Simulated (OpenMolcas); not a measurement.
## V4+: moving or changing the point charges

V4+ among 6 point charges of -2 e arranged as a trigonal antiprism (D3d), 1.94 Å from the ion, with a polar angle of 49.8° against the regular 54.74°.
```
   0.0000    1.4820    1.2519  -2.00
  -1.2834   -0.7410    1.2519  -2.00
   1.2834   -0.7410    1.2519  -2.00
   0.0000   -1.4820   -1.2519  -2.00
   1.2834    0.7410   -1.2519  -2.00
  -1.2834    0.7410   -1.2519  -2.00
```

```
Program             : OpenMolcas 26.06
Method              : CASSCF
Basis               : ANO-RCC-VDZP [5s4p2d1f]
Scalar Hamiltonian  : DKH2, point nucleus
Active space        : 1 electron in 5 orbitals (3d)
State averaging     : 2S+1 = 2 even, 5 roots
Spin-orbit coupling : RASSI with atomic mean-field integrals over the reference wave functions
```

Runs around this geometry, states (labels of D3, the rotations of D3d). Energies in cm-1 above the lowest state or level, χT in cm3 K/mol.

```tsv
R (Å)	q (e)	Polar angle / regular	Ground state	First state of that spin	First gap with spin-orbit (degeneracies)	χT at 300 K
1.94	-2	0.84	2E	2A1 7328	445.6 (2, 2)	0.385
1.94	-1.6	0.91	2E	2A1 3131	408.9 (2, 2)	0.372
1.84	-2	0.91	2E	2A1 4304	398.8 (2, 2)	0.368
1.94	-2	0.91	2E	2A1 3858	408.1 (2, 2)	0.370
2.09	-2	0.91	2E	2A1 3200	420.3 (2, 2)	0.374
```

Taking the first state of the same spin as R^-n, n = -ln(3200 / 4304) / ln(2.09 / 1.84) = 2.3 between the shortest and longest distance.

Scaling the charges by -1.6 / -2 = 0.80 scales the first state of the same spin by 3131 / 3858 = 0.81; with fixed orbitals a first-order splitting would follow the charge.

An orbital doublet at a regular site is open to a Jahn-Teller distortion, which this geometry leaves out. Point charges carry no covalency, so the field is a model and not that of real ligands. No measured value stands beside these numbers.
